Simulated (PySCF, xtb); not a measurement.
Al(I)(Me)(OH) (CH4AlIO), SMILES [CH3][Al]([OH])[I].

xtb with GFN2-xTB at its own geometry gives an orbital gap of 4.32 eV and a dipole moment of 5.64 D.

Coordinates come from a B3LYP-D3(BJ)/def2-SVP optimisation. The def2 effective core potentials stand for the cores of I; spin–orbit coupling is left out. The values are those of a single conformer.

### Question
What does CAM-B3LYP/def2-TZVP (PySCF) give? (An estimate is asked for; the answer gives what the named calculation found.)

### Answer
gap 9.19 eV (levels -8.88 and 0.32 eV), dipole 0.75 D.
